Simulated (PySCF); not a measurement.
A GIAO shielding run with PySCF 2.14.0 with density-fitted response routines (density fitting, non-relativistic, gas phase) on SMILES F[C@@H]1CS[C@@](F)([SiH3])C1, C₄H₈F₂SSi:

```
$ OMP_NUM_THREADS=1 python probes_run.py task.json out

{"job": {"kind": "nmr", "xc": "PBE0", "basis": "pcSseg-1"}, "charge": 0, "multiplicity": 1}
F     -1.998080     1.334427    -1.437840
C     -1.167342     0.393716    -0.875531
C     -1.931589    -0.483180     0.103588
S     -0.623228    -1.351398     1.013579
C      0.614377     0.002323     0.784992
F      0.882767     0.558013     2.026631
Si     2.236099    -0.780123     0.098213
C     -0.053313     1.063411    -0.081918
H     -0.767148    -0.203029    -1.704797
H     -2.569341    -1.217810    -0.381743
H     -2.521911     0.126704     0.789156
H      2.588659    -1.870962     0.994261
H      3.226112     0.294202     0.087651
H      1.907262    -1.233242    -1.251935
H      0.667684     1.549820    -0.739816
H     -0.498607     1.826072     0.564099
```

Hardware: 1 thread of an Arm Neoverse N1, shared host. The job also computes population analyses, field gradients, ring-centre shieldings.

**Question.** How large is the calculation?

**Answer.** 80 electrons, 190 basis functions and 1032 auxiliary functions.

**Question.** How long does it take, and how much memory does it need?

**Answer.** 58 s of wall time, with 13 SCF cycles and 5 response iterations; peak memory 0.85 GiB. Times on a shared host scatter by some tens of per cent.
